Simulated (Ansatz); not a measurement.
`CN(C)BF` → `CNBF` + `[CH2]` (triplet) at 298.15 K and 1 bar (formal loss of a carbene).

Isolated molecules relaxed with PBE0-D4/def2-TZVP in Ansatz; ΔE leaves out vibrations. CCSD(T)/CBS is the MP2 limit (def2-TZVPP, def2-QZVPP) plus CCSD(T) − MP2 in def2-TZVPP, frozen cores. This one scheme is used for every species. Triplets are unrestricted, without spin–orbit coupling. One conformer a species, not always the lowest.

| species | CCSD(T)/CBS energy (Eh) | H − E (kJ/mol) | S (J/(mol·K)) |
| --- | --- | --- | --- |
| `CN(C)BF` | -259.69840 | 279.3 | 317.9 |
| `CNBF` | -220.44549 | 202.3 | 291.0 |
| `[CH2]` (triplet) | -39.09499 | 55.4 | 195.3 |

H − E and S are ideal-gas, rigid-rotor, harmonic terms from PBE0-D4/def2-TZVP, for one conformer and one mirror image of each species, with the whole ground term of open shells counted as degenerate. 1 Eh = 2625.50 kJ/mol, R = 8.31446 J/(mol·K).

Task: By hand: ΔE, ΔH, ΔS and ΔG.

Result: ΔE = (-220.44549) + (-39.09499) − (-259.69840) = 0.15792 Eh = 414.6 kJ/mol. Δ(H − E) = 202.3 + 55.4 − 279.3 = -21.6, so ΔH = 393.0 kJ/mol. ΔS = 291.0 + 195.3 − 317.9 = 168.4 J/(mol·K). ΔG = 393.0 − 298.15 × (168.4)/1000 = 342.8 kJ/mol.

Task: By hand: the equilibrium constant, and the temperature at which ΔG would vanish if ΔH and ΔS stayed fixed.

Result: log₁₀ K = −ΔG/(RT ln 10) = -60.1. ΔG = 0 at ΔH/ΔS = 2334 K.

The number of gas molecules changes by +1, which sets the sign of ΔS. A doubt of 5 kJ/mol in ΔE shifts log₁₀ K by 0.9 here. Other conformers and mirror images would add mixing entropy, several J/(mol·K) or more a flexible species. A triplet takes part, so the spin changes. These are equilibria of isolated gas molecules and say nothing of rates. Largest T1 diagnostic: 0.012 (customary marks: 0.02 for closed shells, 0.045 for open ones).
